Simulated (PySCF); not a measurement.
State search for ZrCl

Unrestricted PBE0; PySCF, scalar-relativistic core potentials, basis sets Zr def2-TZVPP with ECP28, Cl def2-TZVPP. Outer shells of the fragments: Zr 4d2 5s2; Cl 3s2 3p5.

Followed along the bond (rough minima from three points):

| 2Ms+1 | unpaired | ⟨S²⟩ at the start | R at minimum (Å) | Te (eV) |
| --- | --- | --- | --- | --- |
| 4 | σ ↑, δ ↑↑ | 3.76 | 2.33 | 0.00 |
| 4 | σ ↑, π ↑, δ ↑ | 3.75 | 2.37 | 0.03 |
| 4 | σ ↑, π ↑, δ ↑ | 3.75 | 2.37 | 0.04 |
| 2 | δ ↑ | 1.34 | 2.29 | 0.10 |
| 2 | π ↑ | 1.60 | 2.34 | 0.24 |
| 4 | σ ↑↑, δ ↑ | 3.75 | 2.40 | 0.55 |

Solutions found at the starting distance of 2.375 Å, counted from the lowest of them; the search is not exhaustive and high or unbound solutions are not listed, so other states can lie among these:

| 2Ms+1 | unpaired | term | E (eV) | ⟨S²⟩ | ⟨Lz²⟩ | μ (D) |
| --- | --- | --- | --- | --- | --- | --- |
| 4 | σ ↑, δ ↑↑ | ⁴Σ⁻ | 0.00 | 3.76 | 0.00 | -4.24 |
| 4 | σ ↑, π ↑, δ ↑ | mixed | 0.02 | 3.75 | 4.91 | -3.34 |
| 4 | σ ↑, π ↑, δ ↑ | mixed | 0.02 | 3.75 | 4.97 | -3.50 |
| 2 | δ ↑ | mixed | 0.13 | 1.34 | 4.28 | -3.07 |
| 2 | π ↑ | mixed | 0.23 | 1.60 | 3.38 | -3.22 |
| 4 | σ ↑↑, δ ↑ | ⁴Δ | 0.54 | 3.75 | 4.01 | -0.75 |

A term symbol is given only where ⟨S²⟩ and ⟨Lz²⟩ are close to those of a pure state; real π, δ and φ orbitals otherwise mix terms. A positive dipole means Zr(−)Cl(+).

Spin–orbit coupling is left out. The state is the lowest single determinant that the PBE0 search found; with open d or f shells the true ground state can be another one.
